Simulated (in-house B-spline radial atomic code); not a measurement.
A fraction x of an electron is removed from 2s in the phosphorus ion P⁵⁺, starting from [He] 2s2 2p6 and keeping the highest spin. All numbers are computed (scalar-relativistic (X2C) AM05, spin-polarised, spherical fractional occupations; Fermi nucleus of rms radius 3.1889 fm) with a B-spline radial code for spherical atoms, not measured.

```json
{"x": "0", "E(x) - E(0) (eV)": "0.0000", "2s down level (eV)": "-248.282"}
{"x": "0.1", "E(x) - E(0) (eV)": "25.0216", "2s down level (eV)": "-252.152"}
{"x": "0.24", "E(x) - E(0) (eV)": "?", "2s down level (eV)": "?"}
{"x": "0.3", "E(x) - E(0) (eV)": "?", "2s down level (eV)": "?"}
{"x": "0.42", "E(x) - E(0) (eV)": "107.7003", "2s down level (eV)": "-264.608"}
{"x": "0.5", "E(x) - E(0) (eV)": "128.9941", "2s down level (eV)": "-267.739"}
{"x": "0.6", "E(x) - E(0) (eV)": "155.9639", "2s down level (eV)": "-271.660"}
{"x": "0.69", "E(x) - E(0) (eV)": "180.5724", "2s down level (eV)": "-275.196"}
{"x": "0.76", "E(x) - E(0) (eV)": "199.9325", "2s down level (eV)": "-277.950"}
{"x": "0.94", "E(x) - E(0) (eV)": "250.6022", "2s down level (eV)": "-285.049"}
{"x": "1", "E(x) - E(0) (eV)": "267.7762", "2s down level (eV)": "-"}
```

**Question.** What belongs in the row x = 0.24?

**Answer.** An energy change of 60.7031 eV; 2s down at -257.588 eV.

**Question.** What belongs in the row x = 0.3?

**Answer.** An energy change of 76.2285 eV; 2s down at -259.924 eV.

**Question.** Check Janak's theorem between x = 0.42 and 0.5.

**Answer.** The slope of the energy is 266.17 eV; the orbital levels give 266.17 eV (-ε of the emptying orbital, averaged over the two points).
